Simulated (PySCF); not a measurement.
Ranking problems on computed properties.

All species are isolated and taken at one optimised geometry, non-relativistic unless stated. Electronic properties by PySCF.

Dipoles, sizes and rotational constants follow the conformer. The torsions of the flexible species, by atom-mapped SMILES:
- `[H]/[N:1]=[C:2]/[C@@H:3]([CH:4]([F:5])[F:6])[C:7]([F:8])([F:9])[F:10]`: N1–C2–C3–C4 16°, C2–C3–C4–F5 -71°, C2–C3–C7–F8 59°
- `[CH3:1][C@@H:2]([NH2:3])[C:4]1[CH2:5][CH2:6][CH2:7]1`: C1–C2–C4–C5 -66°, H–N3–C2–C1 180°, H–N3–C2–C1 62°
- `[CH+:1]=[C:2][C:3](=[CH2:4])[CH:5]1[CH2:6][CH2:7]1`: C2–C3–C5–C6 32°
- `[CH2:1]=[CH:2][C@:3]([CH3:4])([NH:5])[CH2:6][CH3:7]`: C1–C2–C3–C4 145°, C2–C3–C6–C7 67°, H–N5–C3–C2 -4°
- `[CH2:1][CH2:2][N:3]1[CH2:4][CH2:5][C@H:6]1[CH3:7]`: C1–C2–N3–C4 -69°
- `[CH2:1]=[C:2]([CH2:3][CH3:4])[CH2:5][CH2:6][NH:7]`: C1–C2–C3–C4 -98°, C1–C2–C5–C6 27°, C2–C5–C6–N7 -60°, H–N7–C6–C5 -48°

(1) Rank by isotropic g value, lowest first (unrestricted B3LYP/pcH-1, mean-field spin–orbit at GFN2-xTB geometries).
A. `[CH+]=[C]C(=C)C1CC1` [radical]
B. `[H]/N=[C]/[C@@H](C(F)F)C(F)(F)F` [radical]
C. `C[C@@H](N)[C]1CCC1` [radical]
D. `C=C[C@](C)([NH])CC` [radical]

(2) By how much do the two ends of that ranking differ?

(3) Rank by smallest rotational constant, highest first (GFN2-xTB).
A. `C=C(CC)CC[NH]` [radical]
B. `[CH2]CN1CC[C@H]1C` [radical]
C. `C=C[C@](C)([NH])CC` [radical]
D. `[C@@H]([C]1CCC1)(N)C` [radical]

Answers

(1) B (2.00134), C (2.00258), A (2.00325), D (2.00438).

(2) By 0.00304, between `C=C[C@](C)([NH])CC` [doublet state] and `[H]/N=[C]/[C@@H](C(F)F)C(F)(F)F` [doublet state].

(3) C (1.859 GHz), D (1.588 GHz), B (1.532 GHz), A (1.345 GHz).
